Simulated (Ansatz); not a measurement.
**How methods differ on GaCl (SMILES [Cl][Ga])**

GaCl: 2 atoms, total charge 0, spin state singlet. SMILES: `[Cl][Ga]`. Geometry: relaxed at PBE0-D4/def2-TZVP.

```tsv
atom	x (Å)	y (Å)	z (Å)
Cl	0.0000	0.0000	-0.0236
Ga	0.0000	0.0000	2.1922
```

Each level gives the energy change with the Cl1–Ga2 bond stretched from 2.216 to 4.431 Å (eV). The values are calculated.

```
                        level                    kind  program  value (eV)  CPU time (all runs)
       HF/STO-3G (restricted)            Hartree–Fock   Ansatz        6.32                0.9 s
    SVWN5/STO-3G (restricted)                     LDA   Ansatz        5.51                 13 s
     BLYP/STO-3G (restricted)                     GGA   Ansatz        4.97                 40 s
      PBE/STO-3G (restricted)                     GGA   Ansatz        5.14                 53 s
    B3LYP/STO-3G (restricted)           global hybrid   Ansatz        5.45                 29 s
     PBE0/STO-3G (restricted)           global hybrid   Ansatz        5.66                 31 s
CAM-B3LYP/STO-3G (restricted)  range-separated hybrid   Ansatz        6.00                 31 s
      MP2/STO-3G (restricted)     perturbation theory   Ansatz        6.03                2.3 s
```

All-electron rows without a relativistic Hamiltonian named are non-relativistic. The first shape isn't each level's own minimum. The values span 4.97 to 6.32 eV. All rows use very small basis sets, so even the best lies far from the true value. In the correlated wave-function rows the outer d shell of Ga is correlated, in sets not made for it. CPU times are rough (shared hosts, several kinds of processor): they show what a rung costs within a factor of a few.
